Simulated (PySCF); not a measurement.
Compound: C2H7FSSi.
SMILES: `CS[SiH2]CF`

Jobs on this species (12 atoms, 58 electrons) with PySCF (density fitting). Hardware of each: an Arm Neoverse V1 with one thread, on a shared host. The host was shared with other jobs, so the times are rough. Peak memory is the resident size of the whole Python process, interpreter and libraries included.

Task: Rank these jobs by wall time, shortest first.
A. PBE0/6-31G*; shieldings, charges and field gradients; 92 basis functions
B. PBE0/aug-cc-pVDZ; shieldings, charges and field gradients; 186 basis functions
C. mPW1PW91/pcSseg-2; shieldings; 292 basis functions

Result: A (7.8 s), B (18 s), C (34 s).

All jobs:

| level and settings | work | basis functions | SCF cycles | wall time | peak memory |
| --- | --- | --- | --- | --- | --- |
| PBE0/6-31G* | shieldings, charges and field gradients | 92 | 12 | 7.8 s | 0.50 GiB |
| PBE0/cc-pVDZ | shieldings, charges and field gradients | 113 | 12 | 9.2 s | 0.61 GiB |
| PBE0/aug-cc-pVDZ | shieldings, charges and field gradients | 186 | 12 | 18 s | 0.91 GiB |
| PBE0/6-311+G(2d,p) | shieldings, charges and field gradients | 193 | 12 | 19 s | 0.91 GiB |
| PBE0/cc-pVTZ | shieldings, charges and field gradients | 256 | 12 | 29 s | 0.91 GiB |
| mPW1PW91/pcSseg-2 | shieldings | 292 | 12 | 34 s | 1.1 GiB |
| B97-2/pcSseg-2 | shieldings | 292 | 12 | 35 s | 1.1 GiB |
| WP04/pcSseg-2 | shieldings | 292 | 14 | 35 s | 1.1 GiB |
| BHandHLYP/pcSseg-2 | shieldings | 292 | 12 | 36 s | 1.1 GiB |

Task: What do all jobs in the table cost together?

Result: About 3.7 min; the longest takes about 16 % of that, and about 4.6 times as long as the shortest.
